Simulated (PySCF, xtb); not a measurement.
iodine monochloride (ClI), SMILES ClI.

The structure is a stationary point at B3LYP-D3(BJ)/def2-TZVP. The def2 effective core potentials stand for the cores of I; spin–orbit coupling is left out.

Method: IEF-PCM-B3LYP/def2-TZVPD in PySCF.

The values are the electrostatic part of the solvation free energy, E(continuum) − E(gas) at the gas-phase geometry, in a cavity of scaled van der Waals radii (PySCF's table); cavitation and dispersion terms are not included. In vacuum the orbital gap is 3.74 eV. The dipole moment in vacuum is 1.20 D.

| solvent | ε | ΔG(elec) (kcal/mol) | dipole (D) | gap (eV) |
|---|---|---|---|---|
| water | 78.36 | -1.5 | 1.76 | 3.82 |
| n-hexane | 1.88 | -0.5 | 1.38 | 3.77 |
| N,N-dimethylformamide | 37.22 | -1.5 | 1.75 | 3.82 |

For comparison, GFN2-xTB/ALPB(water) (xtb, at the GFN2-xTB geometry, all terms of that model) gives -1.0 kcal/mol.
